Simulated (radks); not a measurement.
Spherical quantum dot in the effective-mass picture: electrons in a parabolic well V = omega^2 r^2 / 2 with omega = 0.631, with a point charge +1 (a donor) at the centre, all in effective atomic units (hartree* = m*/eps^2 hartree, bohr* = eps/m* bohr), one dielectric constant everywhere. Method: non-relativistic Kohn-Sham, LDA (Slater exchange, Perdew-Wang correlation), spin-polarised, spherical densities; computed with a radial shooting solver with Libxc functionals. Levels are named by radial order and angular momentum (1s, 1p, 1d, 2s, ...), and open shells are averaged over m. Results are scaled to m* = 0.079 and eps = 11.6, for which hartree* = 15.98 meV and bohr* = 7.77 nm. Each electron was tried in the lowest free levels, single moves between levels near the top were tried too, and the lowest total energy was kept; such a search can miss a lower state. At N = 1 the Hartree and exchange-correlation terms need not cancel, so that row can carry a self-interaction error.

N,open shells,2S,E (meV),addition energy mu(N+1) - mu(N) (meV),e(HOMO) (meV)
1,"1s(up 1, down 0)",1,-1.81209,12.30,3.1336
2,none,0,8.67268,20.94,14.858
3,"1p(up 1, down 0)",1,40.0972,6.146,34.472
4,"1p(up 2, down 0)",2,77.6676,6.154,40.664
5,"1p(up 3, down 0)",3,121.392,7.556,46.761
6,"1p(up 3, down 1)",2,172.672,5.471,54.006
7,"1p(up 3, down 2)",1,229.423,5.462,59.492
8,none,0,291.636,10.18,64.919
9,"2s(up 1, down 0)",1,364.025,5.652,74.902
10,none,0,442.065,6.143,80.529
11,"1d(up 1, down 0)",1,526.249,4.590,86.486
12,"1d(up 2, down 0)",2,615.023,4.542,91.053
13,"1d(up 3, down 0)",3,708.338,4.488,95.568
14,"1d(up 4, down 0)",4,806.141,4.433,100.03
15,"1d(up 5, down 0)",5,908.377,5.400,104.43
16,"1d(up 5, down 1)",4,1016.01,4.209,109.75
17,"1d(up 5, down 2)",3,1127.86,4.177,113.94
18,"1d(up 5, down 3)",2,1243.88,4.139,118.10
19,"1d(up 5, down 4)",1,1364.04,4.099,122.22
20,none,0,1488.30,9.396,126.29
21,"1f(up 1, down 0)",1,1621.95,3.813,135.57
22,"1f(up 2, down 0)",2,1759.42,3.786,139.37
23,"1f(up 3, down 0)",3,1900.68,3.758,143.14
24,"1f(up 4, down 0)",4,2045.69,-,146.88

All shells are closed at N = 2, 8, 10, 20 (there: 1s2 1p6 1d10 2s2); the second difference of the energy has clear peaks (12 % above both neighbours; the first and last values, which can be the largest, are not judged, and half-filled shells can peak too) at N = 2, 5, 8, 15, 20.
